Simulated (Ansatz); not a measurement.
Reactions of `CO[SiH2]S[SiH2]O`.

Calculated with Ansatz (gas phase, PBE0-D4/def2-TZVP geometries, no zero-point term in ΔE). CBS: MP2 limit from def2 TZ/QZ plus the TZ coupled-cluster correction, frozen cores. This one scheme is used for every species. Each species was taken in one conformer, which may not be the lowest.

```json
{"reaction": "`CO[SiH2]S[SiH2]O` + H–F → `O[SiH2]S[SiH2]F` + CH₃OH", "CCSD/CBS(def2) (kJ/mol)": "-30"}
{"reaction": "`CO[SiH2]S[SiH2]O` + CH₃OH → `CO[SiH2]S[SiH2]OC` + H₂O", "CCSD/CBS(def2) (kJ/mol)": "10"}
{"reaction": "`CO[SiH2]S[SiH2]O` → `O[SiH2]S[SiH3]` + `C=O`", "CCSD/CBS(def2) (kJ/mol)": "214"}
{"reaction": "`CO[SiH2]S[SiH2]O` + H₂ → `O[SiH2]S[SiH3]` + CH₃OH", "CCSD/CBS(def2) (kJ/mol)": "85"}
{"reaction": "`CO[SiH2]S[SiH2]O` + `F[SiH2]SS` → `CO[SiH2]S[SiH2]F` + `O[SiH2]SS`", "CCSD/CBS(def2) (kJ/mol)": "8"}
{"reaction": "`CO[SiH2]S[SiH2]O` + `BN[SiH3]` → `BN[SiH2]OC` + `O[SiH2]S[SiH3]`", "CCSD/CBS(def2) (kJ/mol)": "2"}
{"reaction": "`CO[SiH2]S[SiH2]O` + HCl → `CO[SiH2]S[SiH2]Cl` + H₂O", "CCSD/CBS(def2) (kJ/mol)": "8"}
{"reaction": "`CO[SiH2]S[SiH2]O` + `BN` → `BN[SiH2]OC` + `O[SiH2]S`", "CCSD/CBS(def2) (kJ/mol)": "23"}
{"reaction": "`CO[SiH2]S[SiH2]O` + `OCS` → `O[SiH2]OCS` + `CO[SiH2]S`", "CCSD/CBS(def2) (kJ/mol)": "-38"}
{"reaction": "`CO[SiH2]S[SiH2]O` + `S[SiH2]Cl` → `O[SiH2]S[SiH2]Cl` + `CO[SiH2]S`", "CCSD/CBS(def2) (kJ/mol)": "10"}
```

Problem. Give the CCSD(T)/CBS values in the same order. (Best estimate.)

Solution. Computed: -25, 11, 216, 91, 11, 5, 9, 29, -35, 12 kJ/mol.

Largest T1 diagnostic: 0.015, for `C=O`.
